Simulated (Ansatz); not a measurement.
Breaking the Be1–H2 bond in BeHI (SMILES [BeH][I]) (multiplicity 1 held, fragments rigid). Energies count from the point at 1.323 Å.
Geometry at that point (charge 0, multiplicity 1):
| atom | x (Å) | y (Å) | z (Å) |
|---|---|---|---|
| Be | 0.0000 | 0.0000 | -1.9619 |
| H | 0.0000 | 0.0000 | -3.2847 |
| I | 0.0000 | 0.0000 | 0.2100 |

Restricted levels (R-, RO-) in cc, def2 and unpolarised 6-31G sets keep to the state of the molecule at rest. Unrestricted levels (U-) break spin symmetry where that is lower. Active spaces are followed from a long bond inwards. Curves can end on different states.

Correlated levels freeze the cores. Filled d and f shells under p-block atoms count as core.

Programs: Ansatz (Gaussian orbitals). Values without a source in brackets are computed. In def2 rows elements past Kr take small-core potentials, without spin–orbit coupling.

Energies in kJ/mol.

| R (Å) | U-MP2/def2-SVPD | R-SCS-MP2/def2-SVPD | U-CCSD(T)/def2-SVPD | FIC-MRCISD+Q on CASSCF(2,2)/def2-SVPD |
|---|---|---|---|---|
| 1.058 | 84 | 83 | 84 | 84 |
| 1.191 | 16 | 16 | 17 | 17 |
| 1.323 | 0 | 0 | 0 | 0 |
| 1.455 | 12 | 12 | 11 | 12 |
| 1.587 | 40 | 40 | 38 | 38 |
| 1.786 | 96 | 95 | 90 | 90 |
| 1.984 | 156 | 155 | 145 | 145 |
| 2.315 | 275 | 250 | 229 | 229 |
| 2.646 | ? | 331 | 294 | 292 |
| 3.043 | 354 | 405 | 344 | 341 |
| 3.572 | ? | 469 | 375 | 370 |
| 4.233 | ? | 499 | 382 | 381 |

Task: Some entries are withheld; supply them.

Result: 
- 4.233, U-MP2/def2-SVPD: 367
- 2.646, U-MP2/def2-SVPD: 330
- 3.572, U-MP2/def2-SVPD: 364

Doubts at one or more of the structures used: a spin-contaminated determinant (U-MP2/def2-SVPD, U-CCSD(T)/def2-SVPD); a restricted determinant that unrestricted orbitals would lower (R-SCS-MP2/def2-SVPD); T1 above 0.05 (U-CCSD(T)/def2-SVPD).

Ansatz is a program for electronic structure.
